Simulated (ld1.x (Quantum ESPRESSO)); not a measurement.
tin, TM: configuration errors across variants

ld1.x (Quantum ESPRESSO) 7.5 input, shortened:

```
&input
   title='Sn', zed=50., rel=1, dft='PZ', iswitch=3,
   config='[Kr] 4d10 5s2 5p0.5'
 /
 &inputp
   pseudotype=2, tm=.true., lloc=1,
   nlcc=.false.
 /
2
5S  1  0   2.00   0.00  1.55  1.55  0.0
5P  2  1   0.50   0.00  2.10  2.10  0.0
 &test
   configts(1)='5s2 5p0.5'
 /
```

All-electron excitation energies from the reference (eV): (1) 5s2 5p2 -13.278; (2) 5s2 5p1 -6.180; (3) 5s2 5p0 8.084; (4) 5s1 5p2 1.554; (5) 5s1 5p0 39.535; (6) 5s2 5p2.3 -14.178; (7) 5s2 5p1.5 -10.562; (8) 5s2 5p0.5 spin -0.044; (9) 5s2 5p2 spin -13.753.

Spin tests fill each open shell by Hund’s rule, majority spin first.

Tests that are not counted but printed errors over 1 eV. “local potential all-electron potential smoothed inside 1.40 bohr (lloc = -1)”: 5s2 5p2.3 (solver errors, printed error -54.9 eV).

3 further variants failed, have other tests or another functional or relativity, and are left out.

A true bound ghost makes a file unfit for plane-wave use even where its test errors are small: the radial tests pick states by their node count and pass the ghost by. Where a test does run into it, the solver fails or the error is huge.

Errors AE − PS in meV (a dash: test not solved or not reliable):

| change | (1) | (2) | (3) | (4) | (5) | (6) | (7) | (8) | (9) | bound ghosts |
| --- | --- | --- | --- | --- | --- | --- | --- | --- | --- | --- |
| base | +43 | +8.7 | +9.9 | +23 | +220 | +52 | +25 | +11 | +124 | none |
| wave 5s (bound): rc 1.55 bohr becomes 5s (bound): rc 1.66 bohr | +42 | +8.6 | +9.7 | +21 | +224 | +51 | +25 | +11 | +122 | none |
| local potential all-electron potential smoothed inside 1.40 bohr (lloc = -1) | -52 | +2.3 | +7.7 | +22 | +200 | – | -8.7 | +11 | +29 | s, d, p |
| all radii scaled by about 1.15 (s 1.78, p 2.40 bohr) | +39 | +8.0 | +8.8 | +21 | +219 | +47 | +23 | +11 | +119 | none |
| wave 5p (bound): rc 2.10 bohr becomes 5p (bound): rc 1.90 bohr | +31 | +6.3 | +5.8 | +24 | +182 | +38 | +18 | +11 | +111 | s |
| local potential the s channel | +39 | +8.2 | +9.5 | +23 | +215 | +47 | +24 | +11 | +120 | none |
| core correction a·sin(br)/r model core inside 1.20 bohr | -12 | -1.8 | -7.6 | -11 | -166 | -14 | -7.0 | -0.3 | -12 | none |
| core correction a·sin(br)/r model core inside 1.18 bohr | -12 | -1.8 | -7.6 | -11 | -166 | -14 | -7.0 | -0.3 | -12 | none |
| wave 5s (bound): rc 1.55 bohr becomes 5s (bound): rc 2.18 bohr | +41 | +8.4 | +9.3 | +22 | +224 | +50 | +24 | +11 | +121 | none |

**Question.** Give the same row for: core correction a·sin(br)/r model core inside 1.46 bohr.

**Answer.** -12, -1.8, -7.6, -11, -165, -14, -7.0, -0.3, -12; bound ghosts: none.
